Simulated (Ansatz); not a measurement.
Ansatz (a quantum-chemistry and plane-wave program) input (B3LYP-D3(BJ)/def2-TZVP):

Ansatz 0.2 input:
```yaml
crystal:
  periodic: [false, false, false]
  atoms:
    - {symbol: Y, position_ang: [0.00622066, 0.00498143, 0.00184419]}
    - {symbol: F, position_ang: [-1.62023981, -0.99346510, 0.03963841]}
    - {symbol: F, position_ang: [0.02668997, 1.76996728, -0.72472970]}
    - {symbol: F, position_ang: [1.61250692, -0.76265414, 0.69055002]}
basis:
  gaussian:
    orbitals: def2-TZVP
hamiltonian:
  xc: b3lyp
  dispersion: d3bj
total_charge: -1
magnetization: {spin_polarized: true, initial_magnetization: 1}
relax: {f_tol: 0.002, max_steps: 150}
```

Output:

```
Functional definition: B3LYP
integrals: 0.04 GiB planned
835 factors; their error is unknown
mean field: 0.55 GiB planned
mean field evaluation 1: about -9204.5676 eV, gradient 1.0e1 eV
mean field evaluation 2: about -9204.0275 eV, gradient 1.9e1 eV
mean field evaluation 4: about -9204.9866 eV, gradient 5.1e-1 eV
mean field evaluation 8: about -9205.0325 eV, gradient 5.5e-2 eV
mean field -9205.03254992 eV, -338.2787068144 hartree, gradient 5.8e-5 eV, S^2 0.750349; 0 other end points of the search recorded, 0 dependent functions left out
the calculation of the forces begins
reference -9205.03276992 eV, -338.2787148992 hartree; 20, 19 occupied and 113, 114 virtual orbitals, 835 factors
relax step   1: F+E_penalty+E_count = -9205.11339005 eV  Δ(F+E_penalty+E_count) = +0.000e0 eV  max|allowed force component| = 3.509e0 eV/Å  Δτ_max = 0.0000 Å  (26 SCF iters, accepted)
these checks for a lower state are left out or cut short: starts, cluster_reference, orbital_swaps, neighbouring_geometries, increment
integrals: 0.04 GiB planned
835 factors; their error is unknown
mean field: 0.54 GiB planned
mean field evaluation 16: about -9205.5496 eV, gradient 1.3e1 eV
mean field -9205.80586123 eV, -338.3071254810 hartree, gradient 7.0e-6 eV, S^2 0.750434; 0 other end points of the search recorded, 0 dependent functions left out
the calculation of the forces begins
reference -9205.80609295 eV, -338.3071339966 hartree; 20, 19 occupied and 113, 114 virtual orbitals, 835 factors
relax step   2: F+E_penalty+E_count = -9205.88401931 eV  Δ(F+E_penalty+E_count) = -7.706e-1 eV  max|allowed force component| = 4.455e-1 eV/Å  Δτ_max = 0.1300 Å  (33 SCF iters, accepted)
these checks for a lower state are left out or cut short: starts, cluster_reference, orbital_swaps, neighbouring_geometries, increment
integrals: 0.04 GiB planned
835 factors; their error is unknown
mean field: 0.54 GiB planned
mean field -9205.82558369 eV, -338.3078502678 hartree, gradient 1.7e-5 eV, S^2 0.750450; 0 other end points of the search recorded, 0 dependent functions left out
the calculation of the forces begins
reference -9205.82581848 eV, -338.3078588962 hartree; 20, 19 occupied and 113, 114 virtual orbitals, 835 factors
relax step   3: F+E_penalty+E_count = -9205.90326474 eV  Δ(F+E_penalty+E_count) = -1.925e-2 eV  max|allowed force component| = 3.391e-2 eV/Å  Δτ_max = 0.0252 Å  (30 SCF iters, accepted)
these checks for a lower state are left out or cut short: starts, cluster_reference, orbital_swaps, neighbouring_geometries, increment
integrals: 0.04 GiB planned
835 factors; their error is unknown
mean field: 0.53 GiB planned
mean field evaluation 32: about -9205.8257 eV, gradient 1.9e-1 eV
mean field -9205.82574854 eV, -338.3078563261 hartree, gradient 1.2e-5 eV, S^2 0.750451; 0 other end points of the search recorded, 0 dependent functions left out
the calculation of the forces begins
reference -9205.82598364 eV, -338.3078649657 hartree; 20, 19 occupied and 113, 114 virtual orbitals, 835 factors
relax step   4: F+E_penalty+E_count = -9205.90338751 eV  Δ(F+E_penalty+E_count) = -1.228e-4 eV  max|allowed force component| = 6.683e-4 eV/Å  Δτ_max = 0.0023 Å  (26 SCF iters, accepted)
these checks for a lower state are left out or cut short: starts, cluster_reference, orbital_swaps, neighbouring_geometries, increment
integrals: 0.04 GiB planned
835 factors; their error is unknown
mean field: 0.53 GiB planned
mean field -9205.82574814 eV, -338.3078563115 hartree, gradient 2.3e-5 eV, S^2 0.750451; 0 other end points of the search recorded, 0 dependent functions left out
the calculation of the forces begins
reference -9205.82598324 eV, -338.3078649510 hartree; 20, 19 occupied and 113, 114 virtual orbitals, 835 factors
relax step   5: F+E_penalty+E_count = -9205.90338775 eV  Δ(F+E_penalty+E_count) = -2.481e-7 eV  max|allowed force component| = 8.817e-4 eV/Å  Δτ_max = 0.0002 Å  (21 SCF iters, accepted)
these checks for a lower state are left out or cut short: starts, cluster_reference, orbital_swaps, neighbouring_geometries, increment
integrals: 0.04 GiB planned
835 factors; their error is unknown
mean field: 0.54 GiB planned
mean field -9205.85004223 eV, -338.3087491027 hartree, gradient 7.9e-6 eV, S^2 0.750367; 0 other end points of the search recorded, 0 dependent functions left out
the calculation of the forces begins
reference -9205.85028022 eV, -338.3087578485 hartree; 20, 19 occupied and 113, 114 virtual orbitals, 835 factors
relax step   6: F+E_penalty+E_count = -9205.92828986 eV  Δ(F+E_penalty+E_count) = -2.490e-2 eV  max|allowed force component| = 2.834e-1 eV/Å  Δτ_max = 0.1971 Å  (35 SCF iters, accepted)
these checks for a lower state are left out or cut short: starts, cluster_reference, orbital_swaps, neighbouring_geometries, increment
integrals: 0.04 GiB planned
835 factors; their error is unknown
mean field: 0.54 GiB planned
mean field -9205.90192821 eV, -338.3106558773 hartree, gradient 1.7e-5 eV, S^2 0.750253; 0 other end points of the search recorded, 0 dependent functions left out
the calculation of the forces begins
reference -9205.90218634 eV, -338.3106653633 hartree; 20, 19 occupied and 113, 114 virtual orbitals, 835 factors
relax step   7: F+E_penalty+E_count = -9205.98074884 eV  Δ(F+E_penalty+E_count) = -5.246e-2 eV  max|allowed force component| = 1.851e-1 eV/Å  Δτ_max = 0.2000 Å  (34 SCF iters, accepted)
these checks for a lower state are left out or cut short: starts, cluster_reference, orbital_swaps, neighbouring_geometries, increment
integrals: 0.04 GiB planned
835 factors; their error is unknown
mean field: 0.54 GiB planned
mean field -9205.90759706 eV, -338.3108642037 hartree, gradient 1.3e-5 eV, S^2 0.750236; 0 other end points of the search recorded, 0 dependent functions left out
the calculation of the forces begins
reference -9205.90785556 eV, -338.3108737033 hartree; 20, 19 occupied and 113, 114 virtual orbitals, 835 factors
relax step   8: F+E_penalty+E_count = -9205.98672899 eV  Δ(F+E_penalty+E_count) = -5.980e-3 eV  max|allowed force component| = 1.199e-1 eV/Å  Δτ_max = 0.0284 Å  (30 SCF iters, accepted)
these checks for a lower state are left out or cut short: starts, cluster_reference, orbital_swaps, neighbouring_geometries, increment
integrals: 0.04 GiB planned
835 factors; their error is unknown
mean field: 0.54 GiB planned
mean field evaluation 64: about -9205.8539 eV, gradient 1.4e0 eV
mean field -9205.91051124 eV, -338.3109712978 hartree, gradient 2.7e-5 eV, S^2 0.750217; 0 other end points of the search recorded, 0 dependent functions left out
the calculation of the forces begins
reference -9205.91076931 eV, -338.3109807815 hartree; 20, 19 occupied and 113, 114 virtual orbitals, 835 factors
relax step   9: F+E_penalty+E_count = -9205.99006684 eV  Δ(F+E_penalty+E_count) = -3.338e-3 eV  max|allowed force component| = 4.788e-3 eV/Å  Δτ_max = 0.0284 Å  (30 SCF iters, accepted)
these checks for a lower state are left out or cut short: starts, cluster_reference, orbital_swaps, neighbouring_geometries, increment
integrals: 0.04 GiB planned
835 factors; their error is unknown
mean field: 0.54 GiB planned
mean field -9205.91050136 eV, -338.3109709348 hartree, gradient 2.0e-5 eV, S^2 0.750216; 0 other end points of the search recorded, 0 dependent functions left out
the calculation of the forces begins
reference -9205.91075946 eV, -338.3109804196 hartree; 20, 19 occupied and 113, 114 virtual orbitals, 835 factors
relax step  10: F+E_penalty+E_count = -9205.99008471 eV  Δ(F+E_penalty+E_count) = -1.786e-5 eV  max|allowed force component| = 6.755e-4 eV/Å  Δτ_max = 0.0030 Å  (26 SCF iters, accepted)
integrals: 0.04 GiB planned
835 factors; their error is unknown
mean field: 0.54 GiB planned
mean field -9205.91050136 eV, -338.3109709348 hartree, gradient 2.1e-5 eV, S^2 0.750216; 1 other end points of the search recorded, 0 dependent functions left out
the calculation of the forces begins
reference -9205.91075946 eV, -338.3109804196 hartree; 20, 19 occupied and 113, 114 virtual orbitals, 835 factors
Total energy: -9205.99034280 eV, -338.3139050535 hartree
Atom 0 at    -0.088403     0.176852     0.415239 Å, force     0.000045     0.000552    -0.000169 eV/Å
Atom 1 at    -1.632850    -1.075053    -0.092881 Å, force     0.000138    -0.000013    -0.000056 eV/Å
Atom 2 at     0.059492     1.757537    -0.884941 Å, force     0.000057    -0.000675     0.000410 eV/Å
Atom 3 at     1.686939    -0.840506     0.569886 Å, force    -0.000241     0.000136    -0.000185 eV/Å
Dipole moment:     0.065184    -0.118548    -0.284524 e Å
```

The spin state was set by rule; other spins were not relaxed.
